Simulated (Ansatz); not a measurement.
Mulliken charges of CH2I2, SMILES `ICI` from ωB97M-V/def2-TZVPP in Ansatz (PBE0-D4/def2-TZVP geometry).

```
atom   x (Å)   y (Å)   z (Å)  charge (e)
  I1  -0.649  -0.999   1.624       0.016
  C2  -0.133   0.091  -0.122      -0.477
  I3   1.924   0.045  -0.642       0.016
  H4  -0.404   1.126   0.048       0.223
  H5  -0.688  -0.337  -0.949       0.223
```

Question: By hand: the dipole of these point charges (1 e Å = 4.8032 D).

Answer: Σ q r = (-0.160, 0.117, -0.127) e Å, of length 0.235 e Å = 1.13 D.

Question: How does the dipole of the full density compare? (An estimate is asked.)

Answer: Ansatz gave: (-0.161, 0.119, -0.128) e Å, 1.14 D; the point charges give 0.99 times that, at 0° from its direction.

Point charges leave out the atoms' own dipoles, such as those of lone pairs, and Mulliken's split depends on the basis, so the close match here is no proof of good charges.
